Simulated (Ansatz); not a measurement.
Basis-set extrapolation for CH₈AlFSi₂, SMILES `F[CH]([AlH2])[SiH2][SiH3]` (PBE0-D4/def2-TZVP geometry, frozen core, the Gaussian-basis code of Ansatz). Multiplicity 1, RHF reference.

```json
{"": "HF", "def2-TZVPP": "-961.792687", "def2-QZVPP": "-961.823977"}
{"": "MP2 correlation", "def2-TZVPP": "-0.752881", "def2-QZVPP": "-0.812973"}
{"": "CCSD(T) correlation", "def2-TZVPP": "-0.848955", "def2-QZVPP": "not run"}
```

Energies in hartree. Use E(X) = E(∞) + A·exp(−7.88·√X) for Hartree–Fock and E(X) = E(∞) + B·X^(−2.97) for correlation, with X = 3 and 4, and add CCSD(T) minus MP2 of the smaller set to the MP2 limit.

Task: What is the CCSD(T) energy at the basis-set limit?

Result: HF limit: -961.823977 + (-0.031290) × 0.13774 = -961.82829. MP2 limit: -0.812973 + (-0.060092) × 0.74074 = -0.85749. Higher-order term: -0.848955 − (-0.752881) = -0.09607. Total: -962.78185 hartree, 368.1 kJ/mol below CCSD(T)/def2-TZVPP.
